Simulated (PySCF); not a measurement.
Compound: C₄H₂F₃O₂ (charge -1).
Geometry (GFN2-xTB, Å), atoms numbered from 1 in this order:
```
atom  x, y, z in Å
O1     2.9016    0.4586   -1.2344
C2     2.1118    0.6851   -0.3248
O3     2.2061    1.3503    0.7062
C4     0.6809   -0.0026   -0.4824
F5     0.4773   -0.7531   -1.5950
C6    -0.2997    0.1200    0.4048
C7    -1.6356   -0.5176    0.2696
F8    -2.6559    0.3996    0.2795
F9    -1.9272   -1.3481    1.3220
H10   -0.1126    0.7213    1.2792
H11   -1.7412   -1.1108   -0.6508
```

Theory: PySCF 2.14.0, density-fitted response routines, TDDFT B3LYP/def2-SVPD, vertical, gas phase, core orbitals frozen in the response.

Ground-to-excited transition dipoles (e·a0, same axes as the geometry; the sign carries no meaning), for the states with f of 0.002 or more among the lowest 8:

```
state  E (eV)      μx      μy      μz
   S3   4.804  -0.061   0.149   0.285
   S4   5.345   0.108   0.138   0.155
   S5   5.475  -0.121  -0.143  -0.156
   S7   6.011  -0.041  -0.103  -0.140
   S8   6.164   0.296   0.189   0.111
```

Question: Work out the oscillator strengths.

Answer: f = (2/3) ΔE |μ|² with ΔE in hartree (27.2114 eV).

| state | \|μ\|² (au) | \|μ\| (D) | f |
| --- | --- | --- | --- |
| S3 | 0.107 | 0.83 | 0.013 |
| S4 | 0.055 | 0.59 | 0.007 |
| S5 | 0.059 | 0.62 | 0.008 |
| S7 | 0.032 | 0.45 | 0.005 |
| S8 | 0.136 | 0.94 | 0.021 |

Question: The point group is Cs. Which irreducible representation does each state belong to?

Answer: The ground state is totally symmetric, so the direction of μ fixes the label. Polarised in the mirror plane, so A′: S3, S4, S5, S7 and S8.

Question: Which bond between heavy atoms lies closest to the direction of the S8 transition dipole?

Answer: C2–C4 and C6–C7, at 14° from it; next C4–F5 at 49°.

Question: What angle do the transition dipoles of S3 and S8 make?

Answer: |cos θ| = |μa·μb| / (|μa| |μb|) = 0.35, so θ ≈ 70° (taken between 0 and 90°, since the signs are arbitrary).

Question: What peak molar absorption coefficient would the strongest computed level give as a lone Gaussian band 0.3 eV wide at half height?

Answer: ε(max) = 2.175×10⁸ f / FWHM, with the width in cm⁻¹. S8: 2.175×10⁸ × 0.0205 / 2420 ≈ 1800 L mol⁻¹ cm⁻¹.

No detachment energy is given for this anion; states above it aren't bound, and a finite basis only mimics them.

One conformer stands for the species.
